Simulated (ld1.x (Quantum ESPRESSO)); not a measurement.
**Which change was made? (Pt, TM)**

platinum (Pt), norm-conserving Troullier–Martins (Kleinman–Bylander form), made with ld1.x (Quantum ESPRESSO) 7.5 (LDA (PZ), scalar-relativistic). Core [Xe] 4f14, reference 5d9 6s0 6p0 (charge +1). Waves: 6s (bound, empty): rc 1.85 bohr; 5d (bound): rc 1.65 bohr; 6p (bound, empty): rc 3.05 bohr. Local part: the p channel. Core correction: none.

Cutoffs, loose and tight: the cutoffs (Ry, on a coarse ladder) from which the occupation-weighted sum of valence levels, in a spherical-Bessel basis at the reference potential, stays within 10 and 1 mRy of its value at 400 Ry. They do not see the model core or the augmentation charge, which bear on the density cutoff. Test errors are all-electron minus pseudo excitation energies from the reference, over the configurations 5d9 6s1 6p0; 5d8 6s0 6p0; 5d7 6s0 6p0; 5d9.5 6s0.5 6p0; 5d8 6s1 6p0; 5d8 6s1 6p1; 5d9 6s0.5 6p0 (two spin-polarised tests are not counted in the largest error); variants that change the core or the reference have their own tests. The largest error is taken over the tests solved by every variant that gives reliable tests at all, those not shown here included: 5d7 6s0 6p0; 5d8 6s0 6p0; 5d8 6s1 6p0; 5d8 6s1 6p1.

The base gives: outcome: generated; cutoff, loose: 40 Ry; cutoff, tight: 60 Ry; bound ghosts: none; largest test error (meV): -481.

Q: After one change the result is: outcome: generated; cutoff, loose: 40 Ry; cutoff, tight: 50 Ry; bound ghosts: s, p; largest test error (meV): -68. Which change was it?
A. type TM semilocal; local potential the s channel
B. reference 5d9 6s0.5 6p0.5
C. core [Kr] 4d10 4f14 5s2, valence charge 16; reference 5p6 5d9 6s1 6p0; waves now 6s (bound): rc 2.30 bohr; 5p (bound): rc 1.65 bohr; 5d (bound): rc 1.75 bohr; local potential all-electron potential smoothed inside 1.60 bohr (lloc = -1); core correction a·sin(br)/r model core inside 1.70 bohr
D. local potential the d channel

A: D. The others give: reference 5d9 6s0.5 6p0.5 → outcome: generated; cutoff, loose: 40 Ry; cutoff, tight: 70 Ry; bound ghosts: none; largest test error (meV): -1091 | core [Kr] 4d10 4f14 5s2, valence charge 16; reference 5p6 5d9 6s1 6p0; waves now 6s (bound): rc 2.30 bohr; 5p (bound): rc 1.65 bohr; 5d (bound): rc 1.75 bohr; local potential all-electron potential smoothed inside 1.60 bohr (lloc = -1); core correction a·sin(br)/r model core inside 1.70 bohr → outcome: generated; cutoff, loose: 50 Ry; cutoff, tight: 80 Ry; bound ghosts: s; largest test error (meV): -152 | type TM semilocal; local potential the s channel → outcome: generated; cutoff, loose: 40 Ry; cutoff, tight: 55 Ry; bound ghosts: none; largest test error (meV): -68.
